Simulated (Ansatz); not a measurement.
Ansatz (a program for electronic structure) input (B3LYP-D3(BJ)/def2-TZVP):

Ansatz 0.2 input:
```yaml
crystal:
  periodic: [false, false, false]
  atoms:
    - {symbol: C, position_ang: [2.62205646, 0.28987133, 0.17253197]}
    - {symbol: C, position_ang: [1.22919066, -0.20421760, 0.53706718]}
    - {symbol: C, position_ang: [0.24761346, -0.05934055, -0.64800053]}
    - {symbol: C, position_ang: [-1.10616073, -0.54683908, -0.31602083]}
    - {symbol: C, position_ang: [-2.16297789, 0.37040005, 0.16400262]}
    - {symbol: O, position_ang: [-3.43171468, -0.23129570, 0.28429562]}
    - {symbol: H, position_ang: [3.02583515, -0.28210531, -0.66019324]}
    - {symbol: H, position_ang: [3.29584443, 0.18483165, 1.01988071]}
    - {symbol: H, position_ang: [2.59271018, 1.33881128, -0.11459425]}
    - {symbol: H, position_ang: [0.84447857, 0.36644629, 1.38405878]}
    - {symbol: H, position_ang: [1.27510912, -1.25367236, 0.83319231]}
    - {symbol: H, position_ang: [0.65683821, -0.63166839, -1.48681428]}
    - {symbol: H, position_ang: [0.20597842, 0.99396675, -0.93587117]}
    - {symbol: H, position_ang: [-1.27305557, -1.60611516, -0.21155676]}
    - {symbol: H, position_ang: [-2.21955697, 1.25754675, -0.49598181]}
    - {symbol: H, position_ang: [-1.93680295, 0.75141288, 1.17472142]}
    - {symbol: H, position_ang: [-3.61944381, -0.71396033, -0.52829391]}
basis:
  gaussian:
    orbitals: def2-TZVP
hamiltonian:
  xc: b3lyp
  dispersion: d3bj
magnetization: {spin_polarized: true, initial_magnetization: 1}
relax: {f_tol: 0.002, max_steps: 150}
```

End of the output:

```
reference -7413.12940151 eV, -272.4274807060 hartree; 25, 24 occupied and 227, 228 virtual orbitals, 1535 factors
relax step  16: F+E_penalty+E_count = -7413.68108544 eV  Δ(F+E_penalty+E_count) = -2.866e-6 eV  max|allowed force component| = 1.371e-3 eV/Å  Δτ_max = 0.0013 Å  (35 SCF iters, accepted)
integrals: 0.18 GiB planned
1535 factors; their error is unknown
0.33 GiB of the device are held for the grids
1.46 GiB of device memory are held for the factors and their scratch space
mean field: 1.68 GiB planned
mean field evaluation 128: about -7413.1291 eV, gradient 5.4e-4 eV
mean field -7413.12907341 eV, -272.4274686486 hartree, gradient 1.5e-5 eV, S^2 0.754041; 1 other end points of the search recorded, 0 dependent functions left out
the calculation of the forces begins
reference -7413.12940151 eV, -272.4274807060 hartree; 25, 24 occupied and 227, 228 virtual orbitals, 1535 factors
Total energy: -7413.68141354 eV, -272.4477667737 hartree
Atom 0 at     2.602398     0.354852     0.116462 Å, force    -0.000121     0.000592     0.000481 eV/Å
Atom 1 at     1.209405    -0.104990     0.534053 Å, force     0.000193    -0.001371    -0.001138 eV/Å
Atom 2 at     0.233501    -0.190654    -0.661300 Å, force     0.000161     0.000527     0.000607 eV/Å
Atom 3 at    -1.130035    -0.647480    -0.287234 Å, force     0.000430     0.000407     0.000812 eV/Å
Atom 4 at    -2.122692     0.262485     0.334616 Å, force    -0.000240    -0.000083    -0.000044 eV/Å
Atom 5 at    -3.474403    -0.098578     0.044497 Å, force    -0.000890    -0.000096     0.000532 eV/Å
Atom 6 at     3.041260    -0.332785    -0.610410 Å, force    -0.000310    -0.000168     0.000148 eV/Å
Atom 7 at     3.276392     0.409299     0.973205 Å, force    -0.000089     0.000021    -0.000148 eV/Å
Atom 8 at     2.567644     1.344869    -0.344441 Å, force     0.000320     0.000265    -0.000186 eV/Å
Atom 9 at     0.799715     0.581108     1.280599 Å, force     0.000036     0.000155    -0.000412 eV/Å
Atom 10 at     1.267234    -1.085356     1.014924 Å, force    -0.000182    -0.000266     0.000394 eV/Å
Atom 11 at     0.664637    -0.865574    -1.407104 Å, force     0.000420    -0.000058     0.000163 eV/Å
Atom 12 at     0.179412     0.801618    -1.125273 Å, force    -0.000090     0.000217    -0.000240 eV/Å
Atom 13 at    -1.345802    -1.710193    -0.246506 Å, force    -0.000057    -0.000166    -0.000262 eV/Å
Atom 14 at    -1.920211     1.300673     0.033183 Å, force     0.000362     0.000050     0.000414 eV/Å
Atom 15 at    -2.062278     0.238471     1.431062 Å, force     0.000422     0.000255    -0.000361 eV/Å
Atom 16 at    -3.540237    -0.233694    -0.907910 Å, force    -0.000366    -0.000283    -0.000761 eV/Å
Dipole moment:     0.353390     0.023706    -0.177440 e Å
```

It need not be the lowest isomer of its formula.
